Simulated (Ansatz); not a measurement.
Geometry optimisation, Ansatz 0.2.0, RHF/6-31G*.

input.yaml

```yaml
crystal:
  periodic: [false, false, false]
  atoms:
    - { symbol: Si, position_ang: [0.0, 0.0, 0.0] }
    - { symbol: C, position_ang: [0.0, 0.0, 1.87] }
    - { symbol: H, position_ang: [-0.9996, -0.3092, 2.2405] }
    - { symbol: H, position_ang: [0.7676, -0.7111, 2.2405] }
    - { symbol: H, position_ang: [0.232, 1.0203, 2.2405] }
    - { symbol: "N", position_ang: [1.7163, 0.0, -0.6061] }
    - { symbol: H, position_ang: [2.2145, -0.918, -0.7868] }
    - { symbol: H, position_ang: [2.2175, 0.918, -0.7783] }
    - { symbol: "N", position_ang: [-0.8572, 1.4851, -0.6061] }
    - { symbol: H, position_ang: [-1.8773, 1.43, -0.8888] }
    - { symbol: H, position_ang: [-0.3367, 2.4058, -0.6766] }
    - { symbol: C, position_ang: [-0.8808, -1.5259, -0.6227] }
    - { symbol: H, position_ang: [-1.3804, -2.0377, 0.2261] }
    - { symbol: H, position_ang: [-1.6409, -1.2332, -1.3768] }
    - { symbol: H, position_ang: [-0.1449, -2.2146, -1.0879] }
basis:
  gaussian: { orbitals: "6-31G*" }
hamiltonian:
  xc: hf
relax:
  f_tol: 0.02
  max_steps: 40
```

Launched with:

```bash
$ ansatz run input.yaml --threads 1 --pin off --max-ram 2048MiB --backend cpu --events-out ev --progress --plain --runs-dir out
```

**Question.** Where does it end, and by what steps?

**Answer.** The run converged. After 15 steps the energy has fallen by 1.070 eV; H8 moved furthest, 1.01 Å.

| step | energy less start (eV) | largest force component (eV/Å) | accepted |
| --- | --- | --- | --- |
| 0 | 0.0000 | 2.768 | yes |
| 1 | -0.7289 | 1.173 | yes |
| 2 | -0.8225 | 0.290 | yes |
| 3 | -0.8413 | 0.152 | yes |
| 4 | -0.8394 | 1.506 | no |
| 5 | -0.8714 | 0.247 | yes |
| 6 | -0.8950 | 0.416 | yes |
| 7 | -0.9311 | 0.342 | yes |
| 8 | -0.9713 | 0.187 | yes |
| 9 | -0.9942 | 0.216 | yes |
| 10 | -1.0214 | 0.302 | yes |
| 11 | -1.0491 | 0.182 | yes |
| 12 | -1.0632 | 0.260 | yes |
| 13 | -1.0690 | 0.036 | yes |
| 14 | -1.0692 | 0.070 | yes |
| 15 | -1.0703 | 0.008 | yes |

```xyz
15
Properties=species:S:1:pos:R:3
Si 0.011 0.047 -0.024
C 0.135 -0.101 1.854
H -0.847 -0.227 2.304
H 0.737 -0.957 2.153
H 0.587 0.785 2.293
N 1.631 0.248 -0.584
H 2.397 -0.209 -0.137
H 1.817 0.414 -1.550
N -0.860 1.413 -0.617
H -1.851 1.391 -0.728
H -0.531 2.340 -0.448
C -0.905 -1.468 -0.680
H -1.928 -1.513 -0.310
H -0.950 -1.465 -1.766
H -0.413 -2.388 -0.373
```

Time of the run: 41 s on 1 thread of Arm Neoverse V2 (shared host), peak memory 0.2 GiB.
